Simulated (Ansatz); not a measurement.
Ansatz (a first-principles code) input (SVWN5/def2-TZVP):

Ansatz 0.2 input:
```yaml
crystal:
  periodic: [false, false, false]
  atoms:
    - {symbol: C, position_ang: [2.54384328, -0.02186337, -0.33280936]}
    - {symbol: C, position_ang: [1.21355244, 0.72221762, -0.38227315]}
    - {symbol: C, position_ang: [0.00515770, -0.17319967, -0.11718862]}
    - {symbol: C, position_ang: [-1.31750015, 0.57387087, -0.27441969]}
    - {symbol: C, position_ang: [-2.54293315, -0.32000287, -0.11605114]}
    - {symbol: O, position_ang: [0.09676328, -0.80383387, 1.16516243]}
    - {symbol: H, position_ang: [2.58596125, -0.79484291, -1.10385043]}
    - {symbol: H, position_ang: [2.68046608, -0.51076574, 0.63179224]}
    - {symbol: H, position_ang: [3.38242610, 0.65739244, -0.49501466]}
    - {symbol: H, position_ang: [1.08671786, 1.19669990, -1.35999055]}
    - {symbol: H, position_ang: [1.21049679, 1.53575570, 0.35380144]}
    - {symbol: H, position_ang: [0.02418516, -1.01057454, -0.82242639]}
    - {symbol: H, position_ang: [-1.34693866, 1.38586263, 0.46277913]}
    - {symbol: H, position_ang: [-1.33020948, 1.05504211, -1.25700021]}
    - {symbol: H, position_ang: [-2.53934020, -0.81670221, 0.85421913]}
    - {symbol: H, position_ang: [-3.46571417, 0.25601819, -0.20320104]}
    - {symbol: H, position_ang: [-2.55984279, -1.09644206, -0.88457693]}
    - {symbol: H, position_ang: [0.08496510, -0.11290816, 1.83862055]}
basis:
  gaussian:
    orbitals: def2-TZVP
hamiltonian:
  xc: {name: SVWN5}
relax: {f_tol: 0.003, max_steps: 100}
```

End of the output:

```
relax step   8: F+E_penalty+E_count = -7365.44497256 eV  Δ(F+E_penalty+E_count) = -8.340e-6 eV  max|allowed force component| = 1.921e-3 eV/Å  Δτ_max = 0.0035 Å  (34 SCF iters, accepted)
integrals: 0.20 GiB planned
1579 factors; their error is unknown
0.16 GiB of the device are held for the grids
1.48 GiB of device memory are held for the factors and their scratch space
mean field: 1.37 GiB planned
mean field evaluation 96: about -7365.5060 eV, gradient 5.5e-2 eV
mean field -7365.44497256 eV, -270.6751102636 hartree, gradient 2.1e-5 eV, S^2 0.000000; 1 other end points of the search recorded, 0 dependent functions left out
the calculation of the forces begins
reference -7365.44501914 eV, -270.6751119755 hartree; 25, 25 occupied and 233, 233 virtual orbitals, 1579 factors
Total energy: -7365.44501914 eV, -270.6751119755 hartree
Atom 0 at     2.506106    -0.024719    -0.312987 Å, force     0.001526    -0.000332     0.000100 eV/Å
Atom 1 at     1.198505     0.718734    -0.395131 Å, force     0.000218     0.000767     0.000859 eV/Å
Atom 2 at     0.003924    -0.167309    -0.138039 Å, force     0.000043    -0.001764    -0.001406 eV/Å
Atom 3 at    -1.303294     0.572102    -0.288524 Å, force    -0.000232     0.000741     0.000878 eV/Å
Atom 4 at    -2.503577    -0.318340    -0.099514 Å, force    -0.001463    -0.000507     0.000228 eV/Å
Atom 5 at     0.094359    -0.789077     1.129036 Å, force    -0.000128     0.001921    -0.000371 eV/Å
Atom 6 at     2.575484    -0.788369    -1.106059 Å, force     0.000069     0.000134     0.000089 eV/Å
Atom 7 at     2.587712    -0.548932     0.652629 Å, force    -0.000549    -0.000075    -0.000203 eV/Å
Atom 8 at     3.372082     0.646707    -0.417938 Å, force    -0.000331    -0.000059    -0.000130 eV/Å
Atom 9 at     1.079335     1.200245    -1.383364 Å, force    -0.000043    -0.000497     0.000068 eV/Å
Atom 10 at     1.173202     1.543553     0.347203 Å, force    -0.000277    -0.000131    -0.000121 eV/Å
Atom 11 at     0.022916    -1.013530    -0.856283 Å, force    -0.000050     0.000787    -0.000100 eV/Å
Atom 12 at    -1.311502     1.397922     0.453081 Å, force     0.000279    -0.000098    -0.000145 eV/Å
Atom 13 at    -1.325299     1.059308    -1.280897 Å, force     0.000107    -0.000488     0.000062 eV/Å
Atom 14 at    -2.441339    -0.843688     0.866927 Å, force     0.000534    -0.000011    -0.000249 eV/Å
Atom 15 at    -3.447698     0.246995    -0.127333 Å, force     0.000324    -0.000021    -0.000158 eV/Å
Atom 16 at    -2.550417    -1.088802    -0.887633 Å, force    -0.000076     0.000126     0.000095 eV/Å
Atom 17 at     0.081556    -0.081076     1.802398 Å, force     0.000050    -0.000494     0.000504 eV/Å
Dipole moment:    -0.020695     0.316017    -0.051003 e Å
```
